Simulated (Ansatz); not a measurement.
Reaction (formal exchange of groups at a Zn–C bond): `CS[CH2][ZnH]` + fluoromethane → `F[CH2][ZnH]` + `CSC`

Calculated with Ansatz (gas phase, PBE0-D4/def2-TZVP geometries, no zero-point term in ΔE). CCSD(T)/CBS is the MP2 limit (def2-TZVPP, def2-QZVPP) plus CCSD(T) − MP2 in def2-TZVPP, frozen cores. This one scheme is used for every species. DFT in def2-TZVPP. For Zn outer-core shells are correlated without core-valence functions, which leaves a few kJ/mol of doubt a bond. Scalar relativity is left out up to krypton. Each species was taken in one conformer, which may not be the lowest.

`CS[CH2][ZnH]`:

```xyz
10

C     0.524   -0.783   -1.257
S     0.801    0.914   -0.744
C    -0.570    1.128    0.417
Zn   -0.260   -0.054    1.943
H    -0.448   -0.894   -1.741
H     1.304   -1.037   -1.976
H     0.590   -1.482   -0.417
H    -0.505    2.168    0.752
H    -1.526    1.019   -0.102
H     0.091   -0.980    3.124
```

`CF`:

```xyz
5

C    -0.041   -0.036   -0.027
F     0.888    0.780    0.577
H     0.476   -0.856   -0.529
H    -0.608    0.547   -0.756
H    -0.716   -0.434    0.735
```

`F[CH2][ZnH]`:

```xyz
6

F    -0.680    0.444   -1.508
C    -0.674   -0.018   -0.183
Zn    1.180   -0.026    0.489
H    -1.130   -1.014   -0.183
H    -1.333    0.638    0.395
H     2.637   -0.023    0.990
```

`CSC`:

Z-matrix (Å, degrees):
```
C
S 1 1.795
H 1 1.090 2 107.2
H 1 1.092 2 111.2 3 118.7
H 1 1.092 2 111.2 3 -118.7
C 2 1.795 1 99.4 3 -180.0
H 6 1.092 2 111.2 1 61.3
H 6 1.090 2 107.2 1 -180.0
H 6 1.092 2 111.2 1 -61.3
```

```json
{"level": "LDA (SPW92)", "ΔE (kJ/mol)": "18.4", "difference from CCSD(T)/CBS": "-2.8"}
{"level": "PBE-D4", "ΔE (kJ/mol)": "16.5", "difference from CCSD(T)/CBS": "-4.7"}
{"level": "revPBE-D4", "ΔE (kJ/mol)": "17.1", "difference from CCSD(T)/CBS": "-4.1"}
{"level": "PBE0-D4", "ΔE (kJ/mol)": "18.3", "difference from CCSD(T)/CBS": "-2.9"}
{"level": "r2SCANh-D4", "ΔE (kJ/mol)": "19.0", "difference from CCSD(T)/CBS": "-2.2"}
{"level": "B2PLYP", "ΔE (kJ/mol)": "16.1", "difference from CCSD(T)/CBS": "-5.1"}
{"level": "r2SCAN", "ΔE (kJ/mol)": "17.6", "difference from CCSD(T)/CBS": "-3.6"}
{"level": "BHLYP", "ΔE (kJ/mol)": "13.0", "difference from CCSD(T)/CBS": "-8.2"}
{"level": "CAM-B3LYP", "ΔE (kJ/mol)": "10.9", "difference from CCSD(T)/CBS": "-10.3"}
{"level": "RPA@PBE/def2-TZVPP", "ΔE (kJ/mol)": "19.3", "difference from CCSD(T)/CBS": "-1.9"}
{"level": "CCSD(T)/CBS", "ΔE (kJ/mol)": "21.2", "difference from CCSD(T)/CBS": "0"}
```

(1) What do rigid-rotor, harmonic-oscillator terms from PBE0-D4/def2-TZVP frequencies (298.15 K, 1 bar) make of the CCSD(T)/CBS value? (Best estimate.)

Largest T1 diagnostic among the species: 0.014.

Answers

(1) Ansatz gave: ΔZPE = -0.1 kJ/mol, ΔH = +20.1 kJ/mol, ΔS = 2 J/(mol·K), ΔG = +19.6 kJ/mol.

The D4 term adds +5.5 kJ/mol with B3LYP and +3.0 kJ/mol with PBE0; it sums over pairs of atoms, weighted by their polarisabilities, and B3LYP, whose exchange is more repulsive, gets the larger term. Leaving LDA and LC-ωPBE aside and taking each functional with its dispersion term where it has one, the values, not all of them listed here, spread over 6.6 kJ/mol, from CAM-B3LYP-D4 to PBE-QIDH. LDA lies +5.3 kJ/mol from PBE without D4. In def2-TZVPP, CCSD(T) changes the Hartree–Fock value by +7.4 kJ/mol (the triples alone add +2.0 kJ/mol) and MP2 by +11.6 kJ/mol.

B3LYP here is the variant with VWN-RPA as its local correlation; programs differ in this.
